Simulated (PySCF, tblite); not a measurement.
Isomers of C5H15NP2Si, one GFN2-xTB conformer each. Single-point energies are computed at PBE0/pcSseg-1 (PySCF, gas phase, no added dispersion term), electronic only.

```json
{"SMILES": "CP1(=N)CCP([SiH3])CC1", "GFN2-xTB relative energy (kcal/mol)": "18.6"}
{"SMILES": "C[C@@H]1CCN([SiH](P)P)C1", "GFN2-xTB relative energy (kcal/mol)": "0.0"}
{"SMILES": "CN(C1CCC1)[SiH](P)P", "GFN2-xTB relative energy (kcal/mol)": "17.7"}
```

Conformers: `[CH3:1][P:2]1(=[NH:3])[CH2:4][CH2:5][P:6]([SiH3:7])[CH2:8][CH2:9]1` with C1–P2–C4–C5 -172°, P2–C4–C5–P6 72°, C4–C5–P6–Si7 -169°, C5–P6–C8–C9 67°; `[CH3:1][C@@H:2]1[CH2:3][CH2:4][N:5]([SiH:6]([PH2:7])[PH2:8])[CH2:9]1` with C4–N5–Si6–P7 -152°, N5–Si6–P7–H 84° and 176°, N5–Si6–P8–H -176° and 91°, C1–C2–C3–C4 -156°, C2–C3–C4–N5 39°, C3–C4–N5–Si6 151°, C4–N5–C9–C2 9°; `[CH3:1][N:2]([CH:3]1[CH2:4][CH2:5][CH2:6]1)[SiH:7]([PH2:8])[PH2:9]` with C1–N2–C3–C4 99°, C1–N2–Si7–P8 -121°, N2–Si7–P8–H -179° and -86°, N2–Si7–P9–H -79° and -172°, N2–C3–C4–C5 136°, C3–C4–C5–C6 -13°, C4–C5–C6–C3 13°, N2–C3–C6–C5 -135°.

Q: What does PBE0/pcSseg-1 give for the same structures?

A: 
```json
{"SMILES": "C[C@@H]1CCN([SiH](P)P)C1", "PBE0/pcSseg-1 E (Eh)": "-1225.77446", "PBE0/pcSseg-1 (kcal/mol)": "0.0", "GFN2-xTB (kcal/mol)": "0.0", "point group": "C1"}
{"SMILES": "CP1(=N)CCP([SiH3])CC1", "PBE0/pcSseg-1 E (Eh)": "-1225.74646", "PBE0/pcSseg-1 (kcal/mol)": "17.6", "GFN2-xTB (kcal/mol)": "18.6", "point group": "C1"}
{"SMILES": "CN(C1CCC1)[SiH](P)P", "PBE0/pcSseg-1 E (Eh)": "-1225.73488", "PBE0/pcSseg-1 (kcal/mol)": "24.8", "GFN2-xTB (kcal/mol)": "17.7", "point group": "C1"}
```

Both levels put the same isomer lowest; measured from each level's own lowest isomer, the values differ by up to 7.1 kcal/mol (CN(C1CCC1)[SiH](P)P: 17.7 against 24.8). As drawn, the highest has a four-membered ring, which the lowest lacks.

Q: Which frontier levels, dipoles and rotational constants go with these structures?

A: 
| SMILES | HOMO (eV, PBE0/pcSseg-1) | LUMO (eV) | dipole (D) | A, B, C (MHz) |
| --- | --- | --- | --- | --- |
| C[C@@H]1CCN([SiH](P)P)C1 | -6.17 | 0.19 | 1.11 | 1331, 628.6, 470.4 |
| CP1(=N)CCP([SiH3])CC1 | -6.26 | 0.36 | 2.45 | 2153, 575.9, 557.0 |
| CN(C1CCC1)[SiH](P)P | -6.23 | 0.21 | 1.16 | 1409, 696.6, 532.5 |

Q: What happens when harmonic zero-point energies from GFN2-xTB frequencies are added?

A: 
| SMILES | ZPE (kcal/mol) | electronic (kcal/mol) | with ZPE (kcal/mol) |
| --- | --- | --- | --- |
| C[C@@H]1CCN([SiH](P)P)C1 | 118.3 | 0.0 | 0.0 |
| CP1(=N)CCP([SiH3])CC1 | 116.6 | 17.6 | 15.8 |
| CN(C1CCC1)[SiH](P)P | 117.9 | 24.8 | 24.4 |

The zero-point energies span 1.7 kcal/mol. The order is unchanged.
